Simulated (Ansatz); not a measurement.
Ga₇⁻. Charge -1, multiplicity 3. Geometry PBE-D4/def2-SVP, that of the neutral doublet; atoms count from 1.

```xyz
7

Ga    1.0004   -0.9877    1.8303
Ga   -1.5298   -0.2898    1.3072
Ga    0.0865    1.6120    0.9913
Ga   -1.5871   -0.5577   -1.2269
Ga    0.5515   -1.8236   -0.6762
Ga    1.7760    0.3731   -0.5745
Ga   -0.2976    1.6737   -1.6514
```

The structure comes from a short search, and lower isomers may exist.

(1) Estimate the Mulliken populations from the PBE0/def2-SVP orbitals of Ansatz.

(2) Where does the spin sit?

(3) And the Mayer bond orders between bonded heavy atoms (over 0.3)?

Answers

(1) 
```json
{"atom": "Ga1", "charge (e)": "-0.21", "spin (α − β)": "0.92"}
{"atom": "Ga2", "charge (e)": "-0.14", "spin (α − β)": "0.11"}
{"atom": "Ga3", "charge (e)": "-0.15", "spin (α − β)": "0.26"}
{"atom": "Ga4", "charge (e)": "-0.11", "spin (α − β)": "-0.04"}
{"atom": "Ga5", "charge (e)": "-0.14", "spin (α − β)": "0.08"}
{"atom": "Ga6", "charge (e)": "-0.15", "spin (α − β)": "0.29"}
{"atom": "Ga7", "charge (e)": "-0.11", "spin (α − β)": "0.38"}
```
Mulliken values and Mayer orders depend strongly on the basis.

(2) Summed by element: Ga 2.00, of 2 unpaired in all. Largest on single atoms: Ga1 0.92, Ga7 0.38, Ga6 0.29.

(3) Ga1–Ga2 0.57 (2.68 Å); Ga1–Ga3 0.40 (2.88 Å); Ga1–Ga5 0.56 (2.68 Å); Ga1–Ga6 0.41 (2.87 Å); Ga2–Ga3 0.63 (2.52 Å); Ga2–Ga4 0.66 (2.55 Å); Ga3–Ga6 0.55 (2.62 Å); Ga3–Ga7 0.55 (2.67 Å); Ga4–Ga5 0.66 (2.55 Å); Ga4–Ga7 0.67 (2.61 Å); Ga5–Ga6 0.63 (2.52 Å); Ga6–Ga7 0.53 (2.67 Å). Values over 0.3 also appear between atoms too far apart for a bond (Ga2–Ga5 0.34 at 3.26 Å; Ga3–Ga4 0.34 at 3.53 Å; Ga4–Ga6 0.34 at 3.55 Å); they arise where an orbital or an unpaired electron spreads over both atoms.
